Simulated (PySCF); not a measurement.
**From a computed spectrum to the compound**

A species of 8 atoms with charge 0 has these harmonic modes (PBE0, small Gaussian bases with core potentials, PySCF 2.14.0):

| cm⁻¹ | km/mol | symmetry |
| --- | --- | --- |
| 31 | 0.0 | a2 |
| 105 | 5.2 | e |
| 105 | 5.2 | e |
| 169 | 679.0 | a1 |
| 313 | 207.7 | a1 |
| 514 | 5.0 | e |
| 514 | 5.0 | e |
| 556 | 141.8 | e |
| 556 | 141.8 | e |
| 1206 | 168.6 | a1 |
| 1359 | 1064.9 | e |
| 1359 | 1064.9 | e |
| 1424 | 38.4 | a1 |
| 1626 | 28.5 | e |
| 1626 | 28.5 | e |
| 3484 | 28.3 | a1 |
| 3606 | 48.2 | e |
| 3606 | 48.2 | e |

Question: Which species is it, and in which structure?

Answer: EuH3(NH3) (singlet in the valence; each metal's 4f electrons, 6 of them, lie in its core potential, out of spins and levels):
```xyz
8

Eu    0.1456   -0.1456    0.1456
H     1.1280    1.3854    1.1280
H    -1.3854   -1.1280    1.1280
H     1.1280   -1.1280   -1.3854
N    -1.3196    1.3196   -1.3196
H    -1.9306    1.9306   -0.7727
H    -0.7727    1.9306   -1.9306
H    -1.9306    0.7727   -1.9306
```
Ideal gas at 298.15 K and 1 bar: S = 357.5 J/(mol K), Cp = 94.9 J/(mol K), H − H(0 K) = 20.9 kJ/mol (rigid rotor, harmonic modes, spin degeneracy alone, that of the 4f electrons in the core included; the modes under 60 cm⁻¹ make these uncertain). An lcecp potential fixes the number of 4f electrons, so in runs with it no electron can move into or out of that shell.
 Other answers can fit too; this one was computed.
